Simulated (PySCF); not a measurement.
methyl radical (CH₃), SMILES [CH3], multiplicity 2. Coordinates come from a PBE-D3(BJ)/def2-TZVPD optimisation.

These are PBE-D3(BJ)/def2-TZVPD (PySCF 2.14.0) values and carry that method's errors.

Harmonic wavenumbers (cm⁻¹): 527, 1355, 1355, 3050, 3229, 3229. Rotational constants (GHz): 282.8, 282.8, 141.4; symmetry number 6.

**Question.** Work out the zero-point energy and the ideal-gas rigid-rotor harmonic-oscillator thermochemistry at 298.15 K and 1 atm.

**Answer.** ZPE = ½ Σ hcν = ½ × 12745 cm⁻¹ = 76.23 kJ/mol. H − E(el) = 86.73 kJ/mol. Entropy in J/(mol K): translation 142.55, rotation 43.75, vibration 2.66, spin 5.76, total 194.72. G − E(el) = 28.68 kJ/mol. Cp = 39.27 J/(mol K).
